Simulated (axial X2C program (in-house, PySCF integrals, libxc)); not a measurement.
## Outer orbitals of InS at 2.287 Å, BHandHLYP

All values were computed with an in-house all-electron X2C program for linear molecules (integrals from PySCF). Spin-free means the one-electron spin-free X2C Hamiltonian; two-component (2c) means X2C with spin–orbit coupling and atomic mean-field two-electron Coulomb and Gaunt terms, so the difference of the two also holds small scalar two-electron terms. Basis: In dyall-cv3z [11s12p9d4f1g], S dyall-av3z [9s8p3d2f] (cores contracted in-house); Gaussian nuclei, density fitting, unrestricted open shells. Masses: In 114.904 u, S 31.972 u.

The distance is close to the 2c PBE0 minimum; the highest filled and lowest empty levels are listed.

Spin-free orbitals, state M_S = 1/2, Λ = 0 (beyond evenly filled blocks: σα) (Löwdin shares):

```tsv
symmetry	occupied	ε (eV)	atomic character
σα	yes	-24.79	93% In d, 5% S s
σβ	yes	-24.52	95% In d, 3% S s
δ+α	yes	-24.36	100% In d
δ-α	yes	-24.36	100% In d
δ-β	yes	-24.35	100% In d
δ+β	yes	-24.35	100% In d
π-α	yes	-24.35	99% In d
π+α	yes	-24.35	99% In d
π+β	yes	-24.28	99% In d
π-β	yes	-24.28	99% In d
σα	yes	-20.37	73% S s, 12% In d, 8% In p
σβ	yes	-19.34	74% S s, 9% In d, 8% In p
σα	yes	-11.74	49% S p, 42% In s, 5% S s
σβ	yes	-10.35	52% In s, 35% S p, 7% S s
σα	yes	-8.12	35% S p, 34% In p, 24% In s
π+α	yes	-7.89	84% S p, 10% In p, 4% In d
π-α	yes	-7.89	84% S p, 10% In p, 4% In d
π-β	yes	-7.65	84% S p, 10% In p, 4% In d
π+β	yes	-7.65	84% S p, 10% In p, 4% In d
σβ	no	-3.50	41% S p, 37% In p, 16% In s
π-α	no	-1.16	74% In p, 9% S d, 8% S p
π+α	no	-1.16	74% In p, 9% S d, 8% S p
π+β	no	-0.98	74% In p, 9% S p, 9% S d
π-β	no	-0.98	74% In p, 9% S p, 9% S d
```

Spinors with spin–orbit coupling (state Ω = 1/2):

```
   ω  occupied  ε (eV)             atomic character     λ mixture
 1/2       yes  -25.07             95% In d, 3% S s  69% σ, 31% π
-1/2       yes  -24.94                     98% In d  50% σ, 50% π
 3/2       yes  -24.87                    100% In d  80% δ, 20% π
-3/2       yes  -24.87                    100% In d  83% δ, 17% π
 1/2       yes  -24.20             96% In d, 2% S s  69% π, 31% σ
-1/2       yes  -24.11                     97% In d  50% π, 50% σ
 5/2       yes  -24.02                    100% In d        100% δ
 3/2       yes  -24.00                     99% In d  80% π, 20% δ
-5/2       yes  -24.00                    100% In d        100% δ
-3/2       yes  -23.96                     99% In d  83% π, 17% δ
 1/2       yes  -20.36   73% S s, 12% In d, 8% In p        100% σ
-1/2       yes  -19.35    74% S s, 9% In d, 8% In p        100% σ
 1/2       yes  -11.74    49% S p, 42% In s, 5% S s        100% σ
-1/2       yes  -10.35    51% In s, 35% S p, 7% S s        100% σ
 1/2       yes   -8.12  35% S p, 34% In p, 24% In s        100% σ
-1/2       yes   -7.91   84% S p, 10% In p, 4% In d        100% π
 3/2       yes   -7.86   84% S p, 10% In p, 4% In d        100% π
 1/2       yes   -7.69   83% S p, 11% In p, 4% In d        100% π
-3/2       yes   -7.63   84% S p, 10% In p, 4% In d        100% π
-1/2        no   -3.50  41% S p, 37% In p, 16% In s        100% σ
-1/2        no   -1.24     73% In p, 9% S d, 9% S p        100% π
 3/2        no   -1.08     74% In p, 9% S d, 8% S p        100% π
 1/2        no   -1.05     73% In p, 9% S p, 9% S d        100% π
```

Mulliken charges and populations of the two-component result (they depend on the basis, above all on diffuse functions):

In 0.63 e (s 9.65 p 18.67 d 20.02 f 0.02), S -0.63 e (s 5.97 p 10.62 d 0.05 f 0.01). ⟨Lz⟩ = 0.00 ħ and ⟨Sz⟩ = 0.50 ħ (0.20 and 0.30 on the two atoms), which add up to Ω.

The state is a single determinant with fixed occupations, the lowest that a limited PBE0 search found. Density functionals use the spin component along the axis (collinear). PBE0 can misorder states that lie within some tenths of an eV, so this need not be the ground state of the molecule. The nearest other spin-free determinant of the search, M_S = 1/2, Λ = 1, lies 0.38 eV up at the distance of the search.
